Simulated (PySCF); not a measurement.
C2H11GeNSi.
Bonds: C1–N2, N2–C3, N2–Si4, Si4–Ge5. Hydrogens: H6, H7, H8 on C1; H9, H10, H11 on C3; H12, H13 on Si4; H14, H15, H16 on Ge5.

Computed by this run: PBE0-D3(BJ)/def2-SVP geometry optimisation, gas phase in PySCF 2.14.0; density fitting, grid level 1; the optimiser is geomeTRIC in internal coordinates, started from a GFN2-xTB structure with every atom displaced at random (about 0.01 Å).

The end geometry, which sets the zero of energy:
```
atom  x, y, z in Å
C1     -1.8424   -1.0747   -0.6434
N2     -0.5473   -0.4524   -0.5239
C3     -0.3904    0.7258   -1.3376
Si4     0.4670   -0.7725    0.8515
Ge5     2.7420   -0.2900    0.3275
H6     -2.6686   -0.4304   -0.2777
H7     -2.0614   -1.3193   -1.6995
H8     -1.8767   -2.0154   -0.0735
H9     -1.0818    1.5454   -1.0531
H10     0.6342    1.1225   -1.2666
H11    -0.5789    0.4944   -2.4025
H12     0.3213   -2.2239    1.1832
H13     0.1155   -0.0096    2.1026
H14     3.6603   -0.7897    1.4605
H15     3.1646   -0.9871   -0.9805
H16     2.9940    1.2223    0.1587
```

**Question.** These geometries come from the run, each turned onto the end geometry. Order them by energy, lowest first.
A.
```
atom  x, y, z in Å
C1     -1.8917   -1.0011   -0.5757
N2     -0.5442   -0.4868   -0.5468
C3     -0.3342    0.6433   -1.4143
Si4     0.4806   -0.8609    0.8082
Ge5     2.7287   -0.2148    0.3599
H6     -2.6408   -0.2712   -0.2052
H7     -2.1844   -1.2774   -1.6059
H8     -1.9756   -1.9071    0.0419
H9     -0.9326    1.5317   -1.1250
H10     0.7236    0.9479   -1.4200
H11    -0.6064    0.3907   -2.4549
H12     0.4056   -2.3366    1.0480
H13     0.0728   -0.2073    2.1037
H14     3.6460   -0.7510    1.4752
H15     3.2240   -0.7734   -0.9862
H16     2.8801    1.3192    0.3231
```
B.
```
atom  x, y, z in Å
C1     -1.9111   -0.9726   -0.5675
N2     -0.5472   -0.5017   -0.5603
C3     -0.3207    0.6184   -1.4310
Si4     0.4760   -0.8939    0.7906
Ge5     2.7215   -0.2044    0.3773
H6     -2.6355   -0.2217   -0.1945
H7     -2.2278   -1.2546   -1.5885
H8     -2.0258   -1.8739    0.0725
H9     -0.8949    1.5225   -1.1413
H10     0.7415    0.8973   -1.4607
H11    -0.6191    0.3632   -2.4731
H12     0.4381   -2.3720    1.0334
H13     0.0836   -0.2662    2.1019
H14     3.6752   -0.7242    1.4926
H15     3.2659   -0.7155   -0.9928
H16     2.8318    1.3446    0.3672
```
C.
```
atom  x, y, z in Å
C1     -1.8867   -0.9737   -0.5369
N2     -0.5370   -0.5305   -0.5468
C3     -0.3164    0.5772   -1.4447
Si4     0.5050   -0.9040    0.7890
Ge5     2.6363   -0.1925    0.3493
H6     -2.5754   -0.1543   -0.1716
H7     -2.2126   -1.2128   -1.5546
H8     -2.0036   -1.8142    0.0922
H9     -0.8632    1.4776   -1.1209
H10     0.7623    0.8261   -1.4397
H11    -0.6102    0.3047   -2.4421
H12     0.4036   -2.3643    0.9455
H13    -0.0065   -0.3205    2.0686
H14     3.6008   -0.6618    1.3988
H15     3.2785   -0.6251   -0.9276
H16     2.8765    1.3137    0.3675
```
D.
```
atom  x, y, z in Å
C1     -1.8670   -1.0420   -0.6072
N2     -0.5477   -0.4635   -0.5342
C3     -0.3593    0.6880   -1.3776
Si4     0.4719   -0.8094    0.8325
Ge5     2.7349   -0.2481    0.3416
H6     -2.6604   -0.3609   -0.2364
H7     -2.1220   -1.3019   -1.6516
H8     -1.9202   -1.9691   -0.0150
H9     -1.0043    1.5455   -1.0952
H10     0.6834    1.0393   -1.3427
H11    -0.5870    0.4409   -2.4318
H12     0.3666   -2.2760    1.1130
H13     0.0871   -0.1096    2.1105
H14     3.6452   -0.7806    1.4678
H15     3.1812   -0.8833   -0.9911
H16     2.9491    1.2760    0.2432
```

**Answer.** D (0.002 eV), A (0.005 eV), B (0.021 eV), C (0.287 eV).

In the order of the answer:

```csv
step,E above end (eV),largest force (eV/Å),rms force component (eV/Å),rms distance from end (Å),rms bond change (Å),bond most changed (Å)
6,0.002,0.07,0.016,0.080,0.001,Ge5–H14 +0.001
4,0.005,0.05,0.016,0.162,0.001,Si4–Ge5 -0.002
1,0.021,0.41,0.131,0.210,0.008,Ge5–H15 +0.019
0,0.287,2.03,0.600,0.251,0.035,Si4–Ge5 -0.094
```

What follows is the cost of the whole optimisation. Time: 1.7 min wall; peak memory 0.59 GiB. Hardware: an Arm Neoverse V1 with one thread, no GPU, shared host with 32 logical CPUs at a one-minute load of 13.
